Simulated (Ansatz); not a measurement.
Geometry optimisation, RKS B3LYP-D4/STO-3G in Ansatz.

The input (input.yaml):

```yaml
crystal:
  periodic: [false, false, false]
  atoms:
    - { symbol: O, position_ang: [-1.0873, 2.4813, 0.1283] }
    - { symbol: C, position_ang: [-0.8507, 1.2848, 0.7657] }
    - { symbol: C, position_ang: [-0.1213, 0.3345, -0.1719] }
    - { symbol: F, position_ang: [-0.8474, 0.0213, -1.1933] }
    - { symbol: O, position_ang: [0.227, -0.867, 0.52] }
    - { symbol: Si, position_ang: [1.1806, -1.9548, -0.2409] }
    - { symbol: H, position_ang: [-1.6487, 2.3098, -0.6624] }
    - { symbol: H, position_ang: [-1.755, 0.8587, 1.083] }
    - { symbol: H, position_ang: [-0.2544, 1.5168, 1.7068] }
    - { symbol: H, position_ang: [0.7999, 0.8323, -0.5487] }
    - { symbol: H, position_ang: [0.4274, -2.5859, -1.342] }
    - { symbol: H, position_ang: [1.6105, -3.0117, 0.7404] }
    - { symbol: H, position_ang: [2.3398, -1.2549, -0.7701] }
basis:
  gaussian: { orbitals: STO-3G }
hamiltonian:
  xc: b3lyp
  dispersion: d4
relax:
  f_tol: 0.02
  max_steps: 40
output:
  orbitals: {}
```

Command:

```bash
$ ansatz run input.yaml --threads 1 --pin off --max-ram 2048MiB --backend cpu --events-out ev --progress --plain --runs-dir out
```

Where does it end, and by what steps?

The run converged. Limits of this set-up: minimal basis. After 16 steps the energy has fallen by 1.361 eV; H7 moved furthest, 0.81 Å.

```json
{"step": "0", "energy less start (eV)": "0.0000", "largest force component (eV/Å)": "5.756", "accepted": "yes"}
{"step": "1", "energy less start (eV)": "-1.0395", "largest force component (eV/Å)": "1.537", "accepted": "yes"}
{"step": "2", "energy less start (eV)": "-1.1746", "largest force component (eV/Å)": "0.334", "accepted": "yes"}
{"step": "3", "energy less start (eV)": "-1.1909", "largest force component (eV/Å)": "0.176", "accepted": "yes"}
{"step": "4", "energy less start (eV)": "-1.2035", "largest force component (eV/Å)": "0.257", "accepted": "yes"}
{"step": "5", "energy less start (eV)": "-1.2287", "largest force component (eV/Å)": "0.762", "accepted": "yes"}
{"step": "6", "energy less start (eV)": "-1.2686", "largest force component (eV/Å)": "1.111", "accepted": "yes"}
{"step": "7", "energy less start (eV)": "-1.3033", "largest force component (eV/Å)": "1.107", "accepted": "yes"}
{"step": "8", "energy less start (eV)": "-1.2958", "largest force component (eV/Å)": "0.638", "accepted": "no"}
{"step": "9", "energy less start (eV)": "-1.3463", "largest force component (eV/Å)": "0.146", "accepted": "yes"}
{"step": "10", "energy less start (eV)": "-1.3551", "largest force component (eV/Å)": "0.077", "accepted": "yes"}
{"step": "11", "energy less start (eV)": "-1.3561", "largest force component (eV/Å)": "0.262", "accepted": "yes"}
{"step": "12", "energy less start (eV)": "-1.3596", "largest force component (eV/Å)": "0.057", "accepted": "yes"}
{"step": "13", "energy less start (eV)": "-1.3602", "largest force component (eV/Å)": "0.051", "accepted": "yes"}
{"step": "14", "energy less start (eV)": "-1.3609", "largest force component (eV/Å)": "0.026", "accepted": "yes"}
{"step": "15", "energy less start (eV)": "-1.3611", "largest force component (eV/Å)": "0.021", "accepted": "yes"}
{"step": "16", "energy less start (eV)": "-1.3612", "largest force component (eV/Å)": "0.015", "accepted": "yes"}
```

```xyz
13
Properties=species:S:1:pos:R:3
O -1.769 2.106 -0.011
C -0.831 1.414 0.869
C 0.080 0.445 -0.024
F -0.569 0.423 -1.311
O 0.098 -0.864 0.564
Si 1.062 -1.981 -0.343
H -1.597 1.529 -0.864
H -1.348 0.774 1.624
H -0.188 2.137 1.417
H 1.109 0.876 -0.192
H 0.427 -2.343 -1.594
H 1.183 -3.144 0.503
H 2.363 -1.407 -0.623
```

Whether the end is a true minimum wasn't checked by a vibrational analysis.

The run took 43 s on 1 thread of Intel(R) Xeon(R) Platinum 8488C (Sapphire Rapids), on a shared host, peak memory 0.17 GiB.
